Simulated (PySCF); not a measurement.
Point groups of optimised structures. Method used: PBE0-D3(BJ)/def2-SVP geometry optimisation, gas phase (PySCF 2.14.0). The symmetry is that of the one conformer found, every atom within 0.08 Å of its image; none is proved a minimum here.

(1) What symmetry has `[CH2:1]=[C:2]([CH2:3][SiH3:4])[B:5]([OH:6])[OH:7]` with C1–C2–C3–Si4 112°, C2–B5–O6–H 4°, C2–B5–O7–H 178°?

(2) Point group, rotor type and polarity of 1,3,5,7-tetrabromoadamantane (`Br[C@]12C[C@]3(Br)C[C@](Br)(C1)C[C@](Br)(C2)C3`)?

(3) `[CH3:1][CH2:2][c:3]1[cH:4][cH:5][o:6][c:7]1[B:8]([NH2:9])[AsH2:10]` with C1–C2–C3–C4 -81°, O6–C7–B8–N9 -4°, C7–B8–As10–H -159° and -65°: symmetry, top, dipole?

Answers

(1) C1; asymmetric top; symmetry number 1; this conformer is chiral (no improper operation); dipole 1.78 D.

(2) Td; spherical top; symmetry number 12; 24 operations, which sort the 26 atoms into 4 sets; dipole forbidden by symmetry (computed 0.00 D); A, B, C = 179.4, 179.3, 179.3 MHz.

(3) C1; asymmetric top; symmetry number 1; this conformer is chiral (no improper operation); dipole 1.91 D; A, B, C = 1313, 662.3, 458.9 MHz.
